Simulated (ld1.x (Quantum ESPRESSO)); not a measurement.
## Pseudopotential generation for Er: RRKJ, PBEsol, scalar-relativistic.

```json
{"Element": "erbium", "Generator": "ld1.x (Quantum ESPRESSO) 7.5", "Type": "norm-conserving RRKJ (Kleinman–Bylander form)", "Functional": "PBEsol", "Relativity": "scalar-relativistic", "Frozen core": "[Kr] 4d10", "Valence charge": "22", "Reference configuration": "4f12 5s2 5p6 5d0 6s2 6p0", "Partial waves": "5p (bound): rc 1.65 bohr; 5d (bound, empty): rc 2.95 bohr; 4f (bound): rc 0.85 bohr; 5s (bound): rc 1.25 bohr", "Local potential": "the s channel", "Core correction": "a·sin(br)/r model core inside 1.02 bohr"}
```

Occupied shells without a wave of their own: 6s. They enter only through the test configuration that unscreens the potential, and ld1.x also counts them in the model core charge.

Poles of the logarithmic derivatives, all-electron (AE) and pseudo (PS). s: poles at -3.8, 1.5 (AE) and -3.8, 1.5 (PS) Ry. p: poles at -1.9, 2.7 (AE) and -1.9, 2.7 (PS) Ry. d: poles at 0.5, 4.8 (AE) and 0.5 (PS) Ry. f: poles at -0.2, 3.0 (AE) and -0.2, 3.1 (PS) Ry. Test radius 3.20 bohr.

* Cutoffs needed: over 300 Ry and over 300 Ry (the cutoffs (Ry, on a coarse ladder) from which the occupation-weighted sum of valence levels, in a spherical-Bessel basis at the reference potential, stays within 10 and 1 mRy of its value at 400 Ry)
* Ghost test: no extra level below or beside the all-electron valence levels (p, d, f, s tested) (spherical-Bessel basis up to 400 Ry, 20 bohr box)
* Configuration tests: 1 of 7 tests not solved or not reliable; not counted: 4f13 5s2 5p6 5d0 6s0 6p0 (pseudo-atom not self-consistent, printed error -5030 eV)

ld1.x takes every shell without a wave as core, so the model core holds the 6s electrons as well and exchange and correlation see them twice. This cancels in the reference configuration, but the file is broken for other ones, and its errors say nothing about a proper core correction.
